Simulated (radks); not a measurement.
Initial-state core-level shifts of neutral arsenic when its valence configuration changes from [Ar] 3d10 4s2 4p3. Calculated with a radial shooting solver on a logarithmic mesh with Libxc functionals: scalar-relativistic Kohn-Sham, PBE, spin-polarised, spherical densities, finite nucleus; open shells are filled with parallel spins first; Fermi nuclear charge, rms radius 4.0968 fm. Shifts are changes of the shell-averaged eigenvalues in eV (positive: less bound); the change of the density at the nucleus, which sets a Mossbauer isomer shift, is in e/bohr^3, on a base of 3.6e+04.

valence,1s,2p,3s,3p,density at nucleus
3d10 4s1 4p4,-1.804,-1.746,-1.787,-1.779,-22.058
3d8 4s2 4p5,-26.842,-29.518,-23.383,-22.906,+28.458
3d9 4s1 4p5,-14.715,-15.925,-13.224,-12.975,-11.400
3d10 4p5,-3.739,-3.611,-3.679,-3.665,-45.185
3d9 4s2 4p4,-13.068,-14.323,-11.600,-11.360,+13.646
3d9.5 4s2 4p3.5,-6.449,-7.055,-5.778,-5.658,+6.681
3d8.5 4s1.5 4p5,-20.658,-22.585,-18.250,-17.886,+7.691
3d9.5 4s0.5 4p5,-9.098,-9.620,-8.386,-8.254,-29.214
3d10 4s1.5 4p3.5,-0.908,-0.879,-0.899,-0.896,-10.935
